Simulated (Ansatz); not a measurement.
Molecule: bromo(trifluoro)germane, sum formula GeBrF3, net charge 0, singlet state. 
Structure (B3LYP-D3(BJ)/def2-TZVP (Ansatz, an electronic-structure program) minimum search):
SMILES: [F][Ge]([F])([F])[Br]
```xyz
5

F     -1.3656    -0.7238    -1.3445
Ge    -0.6569     0.0243     0.0223
F     -1.2303     1.6365     0.0681
F     -1.2740    -0.7694     1.4076
Br     1.5957    -0.0591    -0.0541
```
Charge 0, spin multiplicity 1.

Quantity: atomisation energy (electronic, to ground-state atoms), in eV. Cores are frozen in the correlated levels unless marked. UHF or UKS for open shells. No spin-orbit coupling. Frozen are the shells of the preceding noble gas and the d and f shells that filled before the atom's block. No relativistic terms. The coupled-cluster limit lacks core correlation, which all-electron functionals hold. CBS(X,Y): correlation extrapolated as X^-3; Hartree-Fock from the larger set (for Q and 5 zeta extrapolated as (X+1)exp(-9√X)).

```csv
level,program,atomisation energy (eV)
B3LYP/def2-TZVPD,Ansatz,…
r2SCAN0-D4/def2-TZVPD,Ansatz + dftd4,17.46
SCS-MP2/aug-cc-pVDZ,Ansatz,17.46
"CCSD(T)/CBS(cc-pVQZ,cc-pV5Z)",Ansatz,…
```

### Question
Complete the blanks.

### Answer

- B3LYP/def2-TZVPD, atomisation energy (eV): 17.40
- CCSD(T)/CBS(cc-pVQZ,cc-pV5Z), atomisation energy (eV): 18.55
